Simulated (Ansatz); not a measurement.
Total energies of the cluster Al₇H from Ansatz at PBE0-D4/def2-TZVP, gas phase (1 Eh = 27.2114 eV = 2625.5 kJ/mol). The reference geometry is relaxed at B3LYP-D4/def2-SVP.

```xyz
8

Al   -1.637   -1.578   -1.010
Al   -0.671    0.565    0.545
Al    0.060    0.143   -1.847
Al    1.941    0.114    1.216
Al   -2.410   -1.308    1.443
Al    1.380    2.005   -0.440
Al    0.050   -1.290    2.243
H     1.286    1.349   -2.149
```

| state | geometry | energy (Eh) |
| --- | --- | --- |
| charge 0 singlet | reference | -1696.86654 |
| charge 1 doublet | reference | -1696.63279 |
| free Al atom (doublet) | – | -242.24894 |
| free H atom (doublet) | – | -0.50104 |

**Question.** Work out the vertical ionisation energy to the doublet.

**Answer.** E(charge 1 doublet) − E(charge 0 singlet) = -1696.63279 − (-1696.86654) = 0.23375 Eh = 6.36 eV. For comparison, −ε of the highest occupied level is 5.11 eV at this level, 1.25 eV less.

**Question.** What is the binding energy per atom against free atoms?

**Answer.** Atoms: 7 × (-242.24894) + 1 × (-0.50104) = -1696.24362 Eh. Binding: -1696.24362 − (-1696.86654) = 0.62292 Eh = 16.95 eV, or 2.12 eV for each of 8 atoms (no zero-point energy, no counterpoise term).

The restricted singlet is unstable towards broken spin symmetry in Hartree–Fock (as tested in another run); at PBE0-D4/def2-TZVP this wasn't settled. 

The structure comes from a short search, and lower isomers may exist.
